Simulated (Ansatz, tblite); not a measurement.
Removing and adding an electron: PbMe4 (C4H12Pb). Charge 0, multiplicity 1. Geometry: B3LYP-D4/def2-SVP. Ansatz, gas phase; energy differences of separate SCF runs; the oxidised species was run as a doublet alone; the reduced species was run as a doublet alone.

```
atom   x (Å)   y (Å)   z (Å)
 Pb1   0.000   0.000   0.000
  C2  -0.021   2.225  -0.444
  H3  -1.001   2.504  -0.856
  H4   0.766   2.457  -1.176
  H5   0.162   2.783   0.485
  C6   2.060  -0.606   0.735
  H7   2.042  -1.663   1.035
  H8   2.336   0.018   1.597
  H9   2.791  -0.463  -0.073
 C10  -0.498  -1.153  -1.890
 H11  -0.385  -2.229  -1.700
 H12   0.186  -0.846  -2.694
 H13  -1.534  -0.937  -2.185
 C14  -1.541  -0.467   1.600
 H15  -2.521  -0.081   1.284
 H16  -1.242   0.012   2.542
 H17  -1.600  -1.555   1.741
```

In the def2 sets Pb takes a core potential; there is no spin–orbit coupling. The xTB rows come from tblite. Correlated methods freeze 8 core orbitals; core or outer-core shells of Pb are correlated, in sets that lack core-valence functions. The rows differ in basis, and correlated rows in double-zeta sets carry the largest basis error. HOMO above LUMO, or a gap near zero within one spin, warns that the state may not be the lowest or that an electron is smeared out.

Problem. Estimate orbital energies and vertical ionisation energies and electron affinities at: GFN1-xTB; GFN2-xTB; HF/def2-SVP; PBE-D4/def2-TZVP; PBE-D4/def2-TZVPD; PBE0-D4/def2-TZVP; PBE0-D4/def2-TZVPD; CAM-B3LYP-D4/def2-TZVP; CAM-B3LYP-D4/def2-TZVPD; MP2/def2-SVP; CCSD/def2-SVP; CCSD(T)/def2-SVP.

Solution. 
| level | −HOMO (eV) | vertical IE (eV) | −LUMO (eV) | vertical EA (eV) | HOMO–LUMO gap (eV) | IE − EA (eV) | remarks |
| --- | --- | --- | --- | --- | --- | --- | --- |
| GFN1-xTB | 11.30 | 13.79 | 6.80 | 4.20 | 4.51 | 9.59 | – |
| GFN2-xTB | 10.55 | 13.05 | 6.90 | 4.31 | 3.65 | 8.74 | – |
| HF/def2-SVP | – | 8.23 | – | – | – | – | – |
| PBE-D4/def2-TZVP | 6.19 | 8.76 | 1.03 | – | 5.16 | – | gap within one spin near zero (+1 doublet) |
| PBE-D4/def2-TZVPD | 6.21 | – | 1.20 | -0.39 | 5.01 | – | HOMO above zero (-1 doublet) |
| PBE0-D4/def2-TZVP | 7.29 | 9.02 | 0.13 | – | 7.16 | – | – |
| PBE0-D4/def2-TZVPD | 7.29 | – | 0.42 | -0.59 | 6.87 | – | HOMO above zero (-1 doublet) |
| CAM-B3LYP-D4/def2-TZVP | 8.56 | 9.18 | -0.80 | – | 9.36 | – | – |
| CAM-B3LYP-D4/def2-TZVPD | 8.56 | – | -0.27 | -0.70 | 8.83 | – | HOMO above zero (-1 doublet) |
| MP2/def2-SVP | – | 9.13 | – | – | – | – | – |
| CCSD/def2-SVP | – | 9.01 | – | – | – | – | – |
| CCSD(T)/def2-SVP | – | 9.01 | – | – | – | – | – |

   A HOMO above zero means that the electron is unbound at that level or that self-interaction error raises the level; the energy of removing that electron tells which. Raw xTB energy differences between charge states are shifted by several eV; the methods need an empirical correction for them. A negative affinity means that the extra electron isn't bound; its size then hangs on the basis.
